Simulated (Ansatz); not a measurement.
Computed with frozen-core CCSD(T)/def2-TZVPP // PBE-D3(BJ)/def2-TZVP run with Ansatz (a program for electronic structure).

Ansatz 0.2 input:
```yaml
crystal:
  periodic: [false, false, false]
  atoms:
    - { symbol: F, position_ang: [1.723623, -1.146797, -0.989298] }
    - { symbol: Si, position_ang: [1.151894, 0.023497, -0.057996] }
    - { symbol: F, position_ang: [1.823319, -0.15355, 1.384747] }
    - { symbol: F, position_ang: [1.688075, 1.407156, -0.659333] }
    - { symbol: Ge, position_ang: [-1.218487, -0.024784, 0.061457] }
    - { symbol: H, position_ang: [-1.666043, -1.373595, 0.662413] }
    - { symbol: H, position_ang: [-1.79906, 0.133913, -1.359333] }
    - { symbol: H, position_ang: [-1.703322, 1.13416, 0.957343] }
basis:
  gaussian: { orbitals: def2-TZVPP }
correlation:
  method: ccsd_t
```

Output:

```
Functional definition: HF
1416 factors; integrals over basis functions are off by at most 8.6e-4 eV
mean field evaluation 1: about -72507.1083 eV, gradient 4.4e1 eV
mean field evaluation 2: about -72507.2843 eV, gradient 4.4e1 eV
mean field evaluation 4: about -72510.8115 eV, gradient 2.7e0 eV
mean field evaluation 8: about -72510.8694 eV, gradient 2.1e-1 eV
mean field evaluation 16: about -72507.1087 eV, gradient 4.4e1 eV
mean field -72510.86948917 eV, -2664.7253040944 hartree, gradient 3.1e-6 eV, S^2 0.000000; 0 other end points of the search recorded, 0 dependent functions left out
17 core orbitals not correlated
reference -72510.86948917 eV, -2664.7253040944 hartree; 21, 21 occupied and 187, 187 virtual orbitals, 1416 factors
second order -30.55326961 eV of doubles, -0.00000000 eV of singles
cycle   1  -30.16288365 eV  change    3.9e-1 eV  update   1.2e-1
cycle   2  -30.89660991 eV  change   -7.3e-1 eV  update   3.5e-2
cycle   3  -31.04260494 eV  change   -1.5e-1 eV  update   1.8e-2
cycle   4  -31.01824394 eV  change    2.4e-2 eV  update   3.8e-3
cycle   5  -31.01520966 eV  change    3.0e-3 eV  update   1.6e-3
cycle   6  -31.01637021 eV  change   -1.2e-3 eV  update   4.2e-4
cycle   7  -31.01608933 eV  change    2.8e-4 eV  update   1.3e-4
cycle   8  -31.01598001 eV  change    1.1e-4 eV  update   3.7e-5
cycle   9  -31.01598310 eV  change   -3.1e-6 eV  update   1.2e-5
perturbative correction -0.93781719 eV, -0.0344641460 hartree
Total energy: -72542.82328946 eV, -2665.8995845959 hartree
```

Cost: roughly 9 core-minutes.
